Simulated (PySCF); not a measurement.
# GaN and its ions

PBE; PySCF, no relativity, basis sets Ga 6-31G(d,p), N 6-31G(d,p). Neutral (UKS): triplet (π ↑↑), Re = 2.035 Å, ωe = 488 cm⁻¹, De = 2.42 eV, HOMO -4.76 eV, LUMO -4.17 eV.

GaN⁺ (UKS): quartet (σ ↑, π ↑↑), Re = 2.406 Å, ωe = 164 cm⁻¹, De = 0.34 eV to Ga⁺ + N. The energies at the minima are -1978.84378 hartree for GaN and -1978.54450 for GaN⁺.

Q: Work out the adiabatic ionisation energy, without and with harmonic zero-point energies (1 hartree = 27.2114 eV, 1 eV = 8065.5 cm⁻¹), and the change of the bond length.

A: At PBE: 0.29928 hartree = 8.144 eV between the minima; the zero-point term (164.0 − 488.0)/2 cm⁻¹ = -0.020 eV makes it 8.124 eV. Re changes by +37.1 pm against the neutral. The electron leaves a σ orbital, and the ion is left as a loose complex of an ion and an atom.

Weak bonds: GaN⁺. Basis-set superposition, not corrected here, can be much of De in a small basis, most of all at correlated wavefunction levels. Spin–orbit coupling is left out. For an ion De counts to the pair picked by the measured ionisation energies or electron affinities, which need not be the lowest pair at this level. States were picked by a PBE0 search and need not be the measured ground states.
